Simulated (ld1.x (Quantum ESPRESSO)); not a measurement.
# Configuration tests for O (TM)

* Element: O
* Generator: ld1.x (Quantum ESPRESSO) 7.5
* Type: norm-conserving Troullier–Martins (Kleinman–Bylander form)
* Functional: revPBE
* Relativity: non-relativistic
* Frozen core: [He]
* Valence charge: 6
* Reference configuration: 2s2 2p4
* Partial waves: 2p (bound): rc 1.60 bohr; 2s (bound): rc 0.75 bohr
* Local potential: the s channel
* Core correction: Bessel-smoothed model core inside 0.50 bohr

Energies are relative to the spin-unpolarised reference configuration 2s2 2p4; without spin polarisation the order of configurations can differ from experiment.

| valence configuration | charge | ΔE all-electron (eV) | error AE − PS (meV) |
| --- | --- | --- | --- |
| 2s2 2p3 | +1 | 16.379 | +21 |
| 2s2 2p1 | +3 | 103.699 | +936 |
| 2s1 2p4 | +1 | 31.654 | -55 |
| 2s2 2p3.5 | +0.5 | 6.260 | +2.7 |
| 2s0 2p6 | 0 | 30.004 | +9.6 |

**Question.** What are ΔE and the potential's error for 2s1 2p5?

**Answer.** ΔE = 14.989 eV all-electron; the error (AE − PS) is +2.2 meV.

**Question.** What are ΔE and the potential's error for 2s2 2p2?

**Answer.** ΔE = 49.910 eV all-electron; the error (AE − PS) is +212 meV.
